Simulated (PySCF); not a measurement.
What does the PBE0-D3(BJ)/def2-SVP structure of InChI=1S/C4H3FOSi/c1-2-7-4(5)3-6/h1H,7H2 look like in three dimensions?

```xyz
10
C4H3FOSi angstrom
C      2.616   -0.844    0.547
C      1.459   -0.806    0.171
Si    -0.287   -0.735   -0.371
C     -1.153    0.732    0.387
F     -1.306    0.822    1.728
C     -1.605    1.707   -0.398
O     -1.975    2.505   -1.154
H      3.638   -0.876    0.880
H     -0.369   -0.532   -1.846
H     -0.966   -1.997    0.035
```

Any rigid rotation of these coordinates is as good. Atoms count from 1 in this order. The 2 C–C bonds span 1.217 Å (C1≡C2, drawn triple) to 1.330 Å (C4=C6, drawn double), a spread of 0.113 Å. The 2 C–Si bonds span 1.830 Å (C2–Si3, drawn single) to 1.864 Å (Si3–C4, drawn single), a spread of 0.034 Å. Si3 (SiH2 silicon) is distorted tetrahedral (angles from 105.7° to 111.1°).

Bonds between heavy atoms (Å): C1≡C2 1.217, C2–Si3 1.830, Si3–C4 1.864, C4–F5 1.352, C4=C6 1.330, C6=O7 1.160.

Computed, not measured: PBE0-D3(BJ)/def2-SVP geometry optimisation, gas phase in PySCF 2.14.0.

Point group: C1 (no symmetry element, even within 0.4 Å). No PBE0-D3(BJ)/def2-SVP frequencies stand behind this structure, so it isn't proved a minimum. The numbers are those of one conformer (C2–Si3–C4–F5 -63°).
